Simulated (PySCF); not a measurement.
BH6P3. Atoms are numbered in the order given.

```xyz
10

B      0.0415    -0.0144     0.0000
P      0.1255     1.8855     0.0000
H     -0.7677     2.2100     1.0766
H     -0.7677     2.2100    -1.0766
P     -0.1203    -0.9508     1.6501
H      0.6440    -0.0870     2.5040
H      0.8828    -1.9664     1.4940
P     -0.1203    -0.9508    -1.6501
H      0.8828    -1.9664    -1.4940
H      0.6440    -0.0870    -2.5040
```

Geometry optimised at PBE-D3(BJ)/def2-SVP. One conformer was computed; it need not be the lowest.

These are PBE/def2-TZVP in PySCF values and carry that method's errors.

ESP charges are fitted to the potential on shells at 1.4 to 2.0 van der Waals radii. Atomic charges (e):

```csv
atom,ESP fit,Mulliken
B1,___,0.17
P2,___,-0.21
H3,___,0.08
H4,___,0.08
P5,___,-0.21
H6,___,0.07
H7,___,0.07
P8,___,-0.21
H9,___,0.07
H10,___,0.07
```

Fill in the missing entries. (The exact figures need the calculation; the answer reports its results.)


- B1, ESP fit: 0.08
- P2, ESP fit: -0.29
- H3, ESP fit: 0.12
- H4, ESP fit: 0.12
- P5, ESP fit: -0.21
- H6, ESP fit: 0.10
- H7, ESP fit: 0.09
- P8, ESP fit: -0.21
- H9, ESP fit: 0.09
- H10, ESP fit: 0.10

Give the Mayer and Wiberg (Löwdin basis) orders of the bonds. (An estimate is asked for; the answer gives what the named calculation found.)


```
bond    Mayer  Wiberg
------  -----  ------
B1–P2    1.17    1.61
P2–H3    0.93    0.93
P2–H4    0.93    0.93
B1–P5    1.16    1.61
P5–H6    0.94    0.92
P5–H7    0.93    0.93
B1–P8    1.16    1.61
P8–H9    0.93    0.93
P8–H10   0.94    0.92
```
